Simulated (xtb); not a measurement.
F4Te, singlet, at a GFN2-xTB geometry; GFN2-xTB with GBSA(methanol) (xtb).

Here is a job for xtb.
```
$ xtb mol.xyz --gfn 2 --gbsa methanol --json

# file mol.xyz
5

Te    -0.00525174    -0.00164746     0.34667291
F      1.02454800     1.41419135    -0.47863460
F      1.41932470    -1.01478931    -0.48419716
F     -1.00937631    -1.40943202    -0.52286492
F     -1.40415301     1.01954865    -0.51730235
```

What the program printed (banner, timings and long lists left out):

```
   ID    Z sym.   atoms
    1   52 Te     1
    2    9 F      2-5

           -------------------------------------------------
          |                Calculation Setup                |
           -------------------------------------------------

           -------------------------------------------------
          |                 G F N 2 - x T B                 |
           -------------------------------------------------

      * Solvation model:               GBSA
        Solvent                        methanol
        Parameter file                 internal GFN2-xTB/GBSA
        Dielectric constant                3.2700E+01
        Reference state                gsolv [1 M gas/solution]
        Free energy shift                  3.3569E-03 Eh       2.1065E+00 kcal/mol
        Temperature                        2.9815E+02 K
        Density                            7.9200E-01 kg/L
        Solvent mass                       3.2040E+01 g/mol
        Interaction kernel             Still
        Born radius scaling (c1)           1.6087E+00
        Born radii integrator          GBOBC
        Born offset                        5.6550E-04 a0       1.0686E-03 AA
        H-bond correction              true
        Ion screening                  false
        Surface tension                    1.0000E-05 Eh       1.5569E+01 dyn/cm
        Grid points                               230 per atom

          ...................................................
          :                      SETUP                      :
          :.................................................:
          :  # basis functions                  26          :
          :  # atomic orbitals                  25          :
          :  # shells                           11          :
          :  # electrons                        34          :
          :  max. iterations                   250          :
          :  Hamiltonian                  GFN2-xTB          :
          :  restarted?                      false          :
          :  GBSA solvation                   true          :
          :  PC potential                    false          :
          :  electronic temp.          300.0000000     K    :
          :  accuracy                    1.0000000          :
          :  -> integral cutoff          0.2500000E+02      :
          :  -> integral neglect         0.1000000E-07      :
          :  -> SCF convergence          0.1000000E-05 Eh   :
[...]
         :: total energy             -22.106972543793 Eh    ::
[...]
        24                          0.4411664              12.0047
        25                          0.6479840              17.6325
      -------------------------------------------------------------
                  HL-Gap            0.2335324 Eh            6.3547 eV
             Fermi-level           -0.4334112 Eh          -11.7937 eV

     #   Z          covCN         q      C6AA      α(0)
     1  52 Te       2.893     0.463   386.341    36.328
     2   9 F        0.723    -0.116    10.409     3.810
     3   9 F        0.723    -0.116    10.409     3.810
     4   9 F        0.723    -0.116    10.409     3.810
     5   9 F        0.723    -0.116    10.409     3.810

 Mol. C6AA /au·bohr⁶  :       1020.885445
 Mol. C8AA /au·bohr⁸  :      61570.803904
 Mol. α(0) /au        :         51.567782

Wiberg/Mayer (AO) data.
largest (>0.10) Wiberg bond orders for each atom

 ---------------------------------------------------------------------------
     #   Z sym  total        # sym  WBO       # sym  WBO       # sym  WBO
 ---------------------------------------------------------------------------
     1  52 Te   4.715 --     5 F    1.179     2 F    1.179     4 F    1.179
                             3 F    1.179
     2   9 F    1.384 --     1 Te   1.179
     3   9 F    1.384 --     1 Te   1.179
     4   9 F    1.384 --     1 Te   1.179
     5   9 F    1.384 --     1 Te   1.179
 ---------------------------------------------------------------------------

Topologies differ in total number of bonds
Writing topology from bond orders to xtbtopo.mol

molecular dipole:
                 x           y           z       tot (Debye)
 q only:       -0.011      -0.004       0.742
   full:       -0.021      -0.007       1.408       3.578
molecular quadrupole (traceless):
                xx          xy          yy          xz          yz          zz
 q only:       -1.144       0.000      -1.144      -0.052      -0.016       2.288
  q+dip:       -2.231       0.000      -2.233      -0.101      -0.032       4.464
   full:       -2.561       0.001      -2.562      -0.116      -0.037       5.123

           -------------------------------------------------
          | TOTAL ENERGY              -22.106972543793 Eh   |
          | GRADIENT NORM               0.001721733275 Eh/α |
          | HOMO-LUMO GAP               6.354740738369 eV   |
           -------------------------------------------------

normal termination of xtb
```
